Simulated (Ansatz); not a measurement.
This Ansatz (an electronic-structure program) input (wB97M-V/aug-cc-pV(T+d)Z) gives -0.49433 Eh with 23 basis functions. A basis named .json is the Basis Set Exchange file of that set (core-valence sets with the plain set on hydrogen).

Ansatz 0.2 input:
```yaml
crystal:
  periodic: [false, false, false]
  atoms:
    - {symbol: H, position_ang: [0.00000000, 0.00000000, 0.00000000]}
basis:
  gaussian:
    orbitals: aug-cc-pV_T+d_Z.json
hamiltonian:
  xc: {name: wB97M-V}
magnetization: {spin_polarized: true, initial_magnetization: 1}
scf: {lower_state_search: full}
```

Change:
```diff
- orbitals: aug-cc-pV_T+d_Z.json
+ orbitals: def2-QZVPP.json
```

Problem. What does the run give now?

Solution. -0.49459 Eh (wB97M-V/def2-QZVPP, 30 functions), a change of -0.26 mEh.
